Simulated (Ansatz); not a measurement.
# Worked example: GeH(GeH3)Cl2 + C2H6Ga → GeH(GeH3)Cl + C2H6ClGa

Gas-phase species: GeH(GeH3)Cl2, singlet; C2H6Ga `C[CH2][GaH]`, doublet; GeH(GeH3)Cl, doublet; C2H6ClGa `C[CH2][GaH][Cl]`, singlet. A radical takes Cl: the energy is the difference in strength between the Ge–Cl bond broken and the Ga–Cl bond made.

Shapes, held fixed at every level: PBE0-D4/def2-TZVP. Flexible molecules stand in one conformer, not always the lowest. Programs: Ansatz 0.2.0. The zero-point and thermal change to 298 K, harmonic and unscaled (PBE0-D4/def2-TZVP), is +1.7 kJ/mol.

At CCSD(T)/def2-TZVPP; 1 Eh = 2625.50 kJ/mol:

| species | energy (Eh) |
| --- | --- |
| GeH(GeH3)Cl2 | -5073.159694 |
| C2H6Ga | -2003.081222 |
| GeH(GeH3)Cl | -4613.343899 |
| C2H6ClGa | -2462.919960 |

Q: Work out ΔH(298 K) of the reaction at this level.

A: 
1. Products less reactants: (-4613.343899) + (-2462.919960) − [(-5073.159694) + (-2003.081222)] = -0.022943 Eh = -60.2 kJ/mol.
2. With the thermal change: -60.2 + (+1.7) = -58.5 kJ/mol.

Other levels give -63.1 (CCSD(T)/def2-SVP) to -58.1 kJ/mol (PBE-D4/def2-TZVPP). No measured value is set beside it here. Open shells run unrestricted. Relativity is left out for Ga, Ge. Outer-core shells of Ga, Ge are correlated, in sets that cover them unevenly.
